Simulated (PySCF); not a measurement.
Si(H)(Cl)(OH)(OMe) (CH₅ClO₂Si), SMILES CO[SiH](O)Cl.

Coordinates come from a B3LYP-D3(BJ)/def2-SVP optimisation. This is a generated structure with no PubChem entry under its InChIKey; it may be hypothetical. The values are those of a single conformer.

All values below come from PBE/def2-TZVP (PySCF).

Computed frontier levels, gap, dipole moment and polarisability:
- highest occupied level: -7.08 eV
- lowest empty level: -0.26 eV
- orbital gap: 6.82 eV
- dipole moment: 1.61 D
- quadrupole, principal values (traceless, Buckingham form, about the centre of nuclear charge): -6.26, -0.58, 6.84 D·Å
- mean static polarisability: 56.4 bohr³ (8.36 Å³)
- polarisability, principal values: 49.7, 58.9, 60.7 bohr³
